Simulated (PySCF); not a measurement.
**Energy of K (potassium, neutral) between two integer charges**

The 4s alpha orbital of [Ar] 4s1 is emptied in steps (occupation f), with all orbitals relaxed, ending at [Ar]. Computed with PySCF 2.14 in aug-pcseg-2, with the non-relativistic Hamiltonian (point nucleus). The exact energy is a straight line in f; departures are measured from the line between the end points of the same method.

| f | UHF (eV) | LDA (eV) | PBE (eV) | PBE0 (eV) | r2SCAN (eV) | LC-wPBE (eV) | BHandHLYP (eV) | wB97X (eV) | r2SCAN0 (eV) | CAM-B3LYP (eV) |
| --- | --- | --- | --- | --- | --- | --- | --- | --- | --- | --- |
| 1 | 0.000 | 0.000 | 0.000 | 0.000 | 0.000 | 0.000 | 0.000 | 0.000 | 0.000 | 0.000 |
| 0.75 | 0.002 | -0.358 | -0.365 | -0.263 | -0.306 | 0.016 | -0.192 | 0.010 | -0.230 | -0.141 |
| 0.5 | 0.002 | -0.471 | -0.492 | -0.352 | -0.387 | 0.020 | -0.256 | 0.019 | -0.289 | -0.188 |
| 0.25 | 0.002 | -0.340 | -0.372 | -0.264 | -0.261 | 0.013 | -0.192 | 0.016 | -0.194 | -0.140 |
| 0 | 0.000 | 0.000 | 0.000 | 0.000 | 0.000 | 0.000 | 0.000 | 0.000 | 0.000 | 0.000 |

**Question.** For r2SCAN0, how does the orbital energy at f = 1 compare with the removal energy?

**Answer.** −ε = 3.019 eV against a total-energy difference of 4.272 eV. By Janak's theorem ε = ∂E/∂f, so the gap between them reflects the curvature. Along the path −ε is 3.690 (f = 0.75), 4.369 (f = 0.5), 4.920 (f = 0.25) eV.

```csv
method,E(f=0) − E(f=1) (eV),−ε at f=1 (eV),−ε at f=0.5 (eV)
UHF,4.011,4.021,4.011
LDA,4.534,2.617,4.578
PBE,4.449,2.522,4.429
PBE0,4.378,2.978,4.373
r2SCAN,4.250,2.586,4.371
LC-wPBE,4.215,4.300,4.206
BHandHLYP,4.340,3.319,4.340
wB97X,4.037,4.071,4.059
r2SCAN0,4.272,3.019,4.369
CAM-B3LYP,4.435,3.684,4.437
```

As f goes to zero the orbital energy of a semilocal functional can turn back, because the density of that orbital vanishes from the exchange-correlation potential.

Reference removal energy between the ground levels: 4.341 eV (measured; NIST Atomic Spectra Database, ionization energies). UHF lacks correlation.
